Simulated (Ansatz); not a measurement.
InCNClF (SMILES N#[C][In]([F])[Cl]): the energy to break a bond

InCNClF has 5 atoms, charge 0, and is taken as a singlet. As SMILES, `N#[C][In]([F])[Cl]`. The shape was relaxed beforehand at r2SCAN/def2-SVP.

```xyz
5

N    -1.4038    1.4720    1.6598
C    -0.7855    0.7990    0.9363
In    0.3296   -0.4073   -0.3709
F     0.4419   -2.3179   -0.0410
Cl    1.4677    0.3806   -2.2257
```

Wanted: the dissociation energy of the In3–C2 bond into doublet InClF and doublet CN (shapes relaxed at r2SCAN/def2-SVP, no zero-point term). 1 Eh = 2625.50 kJ/mol = 27.2114 eV. Totals in Eh; open shells run unrestricted unless said.

| level | program | InCNClF | doublet InClF | doublet CN |
| --- | --- | --- | --- | --- |
| PBE0-D4/def2-SVP (core potential) | Ansatz | -842.432304 | -749.759559 | -92.526037 |
| CAM-B3LYP/def2-SVP (core potential) | Ansatz | -842.706800 | -749.968403 | -92.588789 |
| RPA@PBE/def2-SVP (core potential), 12 core orbitals frozen in the whole | Ansatz | -841.195188 | -748.548703 | -92.512522 |

Work out the dissociation energy at each level.


1. PBE0-D4/def2-SVP (core potential): (-749.759559) + (-92.526037) − (-842.432304) = 0.146708 Eh = 385.2 kJ/mol = 3.99 eV.
2. CAM-B3LYP/def2-SVP (core potential): (-749.968403) + (-92.588789) − (-842.706800) = 0.149608 Eh = 392.8 kJ/mol = 4.07 eV.
3. RPA@PBE/def2-SVP (core potential): (-748.548703) + (-92.512522) − (-841.195188) = 0.133963 Eh = 351.7 kJ/mol = 3.65 eV.

The levels span 352 to 393 kJ/mol; no measured value is set beside them. A bond enthalpy at 298 K also holds the loss of zero-point energy and thermal terms.
